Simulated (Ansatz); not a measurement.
C3H7ClOSi, SMILES C([Si@@H](C)O)(Cl)=C.

Geometry optimised at ωB97X-D3(BJ)/def2-SVP. The structure was generated by enumeration; whether it is a known compound was not checked. One conformer was computed; it need not be the lowest.

Two levels are set side by side: PBE/def2-SVPD (Ansatz, an electronic-structure program) and CAM-B3LYP/def2-SVPD (Ansatz). Energy differences of separate SCF runs at the same geometry; the states with an electron removed or added have multiplicity 2 and 2. Differences are taken from unrounded values.

| quantity | PBE |
|---|---|
| vertical ionisation energy (eV) | 9.35 |
| vertical singlet–triplet gap (eV) | 4.02 |

Task: These are the PBE values. What does CAM-B3LYP give? (An estimate is asked for; the answer gives what the named calculation found.)

Result: 
| quantity | CAM-B3LYP | PBE minus CAM-B3LYP |
|---|---|---|
| vertical ionisation energy (eV) | 9.75 | -0.40 |
| vertical singlet–triplet gap (eV) | 4.01 | 0.01 |
